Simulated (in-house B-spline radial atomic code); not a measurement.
Orbital energies and mean radii along the 30-electron series, configuration [Ar] 3d10 4s2. The effective charge is n√(-2ε), a non-relativistic measure. Computed with an all-electron radial atomic-structure program (B-spline basis): Dirac-Hartree-Fock, average of the configuration, finite nuclei.

```json
{"ion": "Te22+", "Z": "52", "energy of 3p3/2 (Eh)": "-53.844", "mean radius of 3p3/2 (bohr)": "0.31715", "energy of 3d3/2 (Eh)": "-45.312", "mean radius of 3d3/2 (bohr)": "0.28699", "energy of 3p1/2 (Eh)": "-55.848", "mean radius of 3p1/2 (bohr)": "0.30675", "energy of 4s1/2 (Eh)": "-26.075", "mean radius of 4s1/2 (bohr)": "0.67416", "effective charge of 3p3/2": "31.132"}
{"ion": "I23+", "Z": "53", "energy of 3p3/2 (Eh)": "-57.461", "mean radius of 3p3/2 (bohr)": "0.30907", "energy of 3d3/2 (Eh)": "-48.675", "mean radius of 3d3/2 (bohr)": "0.27891", "energy of 3p1/2 (Eh)": "-59.664", "mean radius of 3p1/2 (bohr)": "0.29857", "energy of 4s1/2 (Eh)": "-28.046", "mean radius of 4s1/2 (bohr)": "0.65362", "effective charge of 3p3/2": "32.16"}
{"ion": "Xe24+", "Z": "54", "energy of 3p3/2 (Eh)": "?", "mean radius of 3p3/2 (bohr)": "?", "energy of 3d3/2 (Eh)": "?", "mean radius of 3d3/2 (bohr)": "?", "energy of 3p1/2 (Eh)": "?", "mean radius of 3p1/2 (bohr)": "?", "energy of 4s1/2 (Eh)": "?", "mean radius of 4s1/2 (bohr)": "?", "effective charge of 3p3/2": "?"}
{"ion": "Cs25+", "Z": "55", "energy of 3p3/2 (Eh)": "-65.041", "mean radius of 3p3/2 (bohr)": "0.29405", "energy of 3d3/2 (Eh)": "-55.746", "mean radius of 3d3/2 (bohr)": "0.26405", "energy of 3p1/2 (Eh)": "-67.688", "mean radius of 3p1/2 (bohr)": "0.28333", "energy of 4s1/2 (Eh)": "-32.202", "mean radius of 4s1/2 (bohr)": "0.61601", "effective charge of 3p3/2": "34.216"}
{"ion": "Ba26+", "Z": "56", "energy of 3p3/2 (Eh)": "-69.005", "mean radius of 3p3/2 (bohr)": "0.28706", "energy of 3d3/2 (Eh)": "-59.454", "mean radius of 3d3/2 (bohr)": "0.25719", "energy of 3p1/2 (Eh)": "-71.898", "mean radius of 3p1/2 (bohr)": "0.27623", "energy of 4s1/2 (Eh)": "-34.387", "mean radius of 4s1/2 (bohr)": "0.59874", "effective charge of 3p3/2": "35.243"}
{"ion": "La27+", "Z": "57", "energy of 3p3/2 (Eh)": "?", "mean radius of 3p3/2 (bohr)": "?", "energy of 3d3/2 (Eh)": "?", "mean radius of 3d3/2 (bohr)": "?", "energy of 3p1/2 (Eh)": "?", "mean radius of 3p1/2 (bohr)": "?", "energy of 4s1/2 (Eh)": "?", "mean radius of 4s1/2 (bohr)": "?", "effective charge of 3p3/2": "?"}
{"ion": "Ce28+", "Z": "58", "energy of 3p3/2 (Eh)": "-77.281", "mean radius of 3p3/2 (bohr)": "0.274", "energy of 3d3/2 (Eh)": "-67.216", "mean radius of 3d3/2 (bohr)": "0.24448", "energy of 3p1/2 (Eh)": "-80.721", "mean radius of 3p1/2 (bohr)": "0.26293", "energy of 4s1/2 (Eh)": "-38.974", "mean radius of 4s1/2 (bohr)": "0.56685", "effective charge of 3p3/2": "37.297"}
{"ion": "Pr29+", "Z": "59", "energy of 3p3/2 (Eh)": "-81.593", "mean radius of 3p3/2 (bohr)": "0.2679", "energy of 3d3/2 (Eh)": "-71.271", "mean radius of 3d3/2 (bohr)": "0.23857", "energy of 3p1/2 (Eh)": "-85.336", "mean radius of 3p1/2 (bohr)": "0.2567", "energy of 4s1/2 (Eh)": "-41.376", "mean radius of 4s1/2 (bohr)": "0.5521", "effective charge of 3p3/2": "38.323"}
{"ion": "Nd30+", "Z": "60", "energy of 3p3/2 (Eh)": "?", "mean radius of 3p3/2 (bohr)": "?", "energy of 3d3/2 (Eh)": "?", "mean radius of 3d3/2 (bohr)": "?", "energy of 3p1/2 (Eh)": "?", "mean radius of 3p1/2 (bohr)": "?", "energy of 4s1/2 (Eh)": "?", "mean radius of 4s1/2 (bohr)": "?", "effective charge of 3p3/2": "?"}
{"ion": "Pm31+", "Z": "61", "energy of 3p3/2 (Eh)": "-90.568", "mean radius of 3p3/2 (bohr)": "0.25644", "energy of 3d3/2 (Eh)": "-79.728", "mean radius of 3d3/2 (bohr)": "0.22757", "energy of 3p1/2 (Eh)": "-94.978", "mean radius of 3p1/2 (bohr)": "0.24499", "energy of 4s1/2 (Eh)": "-46.401", "mean radius of 4s1/2 (bohr)": "0.52466", "effective charge of 3p3/2": "40.376"}
{"ion": "Sm32+", "Z": "62", "energy of 3p3/2 (Eh)": "-95.23", "mean radius of 3p3/2 (bohr)": "0.25106", "energy of 3d3/2 (Eh)": "-84.131", "mean radius of 3d3/2 (bohr)": "0.22243", "energy of 3p1/2 (Eh)": "-100.01", "mean radius of 3p1/2 (bohr)": "0.23948", "energy of 4s1/2 (Eh)": "-49.025", "mean radius of 4s1/2 (bohr)": "0.51189", "effective charge of 3p3/2": "41.402"}
{"ion": "Eu33+", "Z": "63", "energy of 3p3/2 (Eh)": "-100.01", "mean radius of 3p3/2 (bohr)": "0.24589", "energy of 3d3/2 (Eh)": "-88.65", "mean radius of 3d3/2 (bohr)": "0.21752", "energy of 3p1/2 (Eh)": "-105.18", "mean radius of 3p1/2 (bohr)": "0.23417", "energy of 4s1/2 (Eh)": "-51.723", "mean radius of 4s1/2 (bohr)": "0.49968", "effective charge of 3p3/2": "42.429"}
{"ion": "Gd34+", "Z": "64", "energy of 3p3/2 (Eh)": "-104.91", "mean radius of 3p3/2 (bohr)": "0.24092", "energy of 3d3/2 (Eh)": "-93.285", "mean radius of 3d3/2 (bohr)": "0.21281", "energy of 3p1/2 (Eh)": "-110.49", "mean radius of 3p1/2 (bohr)": "0.22907", "energy of 4s1/2 (Eh)": "-54.498", "mean radius of 4s1/2 (bohr)": "0.488", "effective charge of 3p3/2": "43.455"}
```

Task: Fill in the row of Xe24+.

Result: energy of 3p3/2 (Eh): -61.193; mean radius of 3p3/2 (bohr): 0.30137; energy of 3d3/2 (Eh): -52.153; mean radius of 3d3/2 (bohr): 0.27128; energy of 3p1/2 (Eh): -63.61; mean radius of 3p1/2 (bohr): 0.29077; energy of 4s1/2 (Eh): -30.089; mean radius of 4s1/2 (bohr): 0.63427; effective charge of 3p3/2: 33.188.

Task: Fill in the row of La27+.

Result: energy of 3p3/2 (Eh): -73.085; mean radius of 3p3/2 (bohr): 0.28038; energy of 3d3/2 (Eh): -63.277; mean radius of 3d3/2 (bohr): 0.25067; energy of 3p1/2 (Eh): -76.243; mean radius of 3p1/2 (bohr): 0.26943; energy of 4s1/2 (Eh): -36.644; mean radius of 4s1/2 (bohr): 0.58238; effective charge of 3p3/2: 36.27.

Task: Fill in the row of Nd30+.

Result: energy of 3p3/2 (Eh): -86.022; mean radius of 3p3/2 (bohr): 0.26205; energy of 3d3/2 (Eh): -75.441; mean radius of 3d3/2 (bohr): 0.23295; energy of 3p1/2 (Eh): -90.088; mean radius of 3p1/2 (bohr): 0.25073; energy of 4s1/2 (Eh): -43.851; mean radius of 4s1/2 (bohr): 0.53805; effective charge of 3p3/2: 39.35.

Task: How does the screening of 3p3/2 change?

Result: Z less the effective charge goes from 20.87 at Z = 52 to 20.55 at Z = 64.
